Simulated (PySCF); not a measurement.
1-bromo-1-chlorocyclopropane (C3H4BrCl), SMILES ClC1(Br)CC1.

The structure is a stationary point at PBE-D3(BJ)/def2-SVP.

Two levels are set side by side: TDDFT-PBE/def2-SVPD (PySCF) and TDDFT-B3LYP/def2-SVPD (PySCF). Vertical, same geometry. The lowest singlet is HOMO→LUMO 98 % with PBE and HOMO→LUMO 99 % with the other functional; states are paired by order. Differences are taken from unrounded values.

```
quantity                               TDDFT-B3LYP
-------------------------------------  -----------
lowest singlet excitation (eV)                5.30
lowest triplet excitation (TDA) (eV)          4.74
first bright state (f over 0.05) (eV)         6.57
its oscillator strength                       0.07
```

**Question.** What does TDDFT-PBE give, and how far is it from TDDFT-B3LYP? (An estimate is asked for; the answer gives what the named calculation found.)

**Answer.** 
```tsv
quantity	TDDFT-PBE	TDDFT-PBE minus TDDFT-B3LYP
lowest singlet excitation (eV)	4.98	-0.32
lowest triplet excitation (TDA) (eV)	4.48	-0.25
first bright state (f over 0.05) (eV)	6.20	-0.36
its oscillator strength	0.06	-0.01
```

A lower first singlet is the usual sign of a functional without exact exchange. Differences between two approximate levels are no errors against the true value.

Rough cost on one machine, each run with all the roots and properties that it gave: TDDFT-B3LYP against TDDFT-PBE about 5 times.
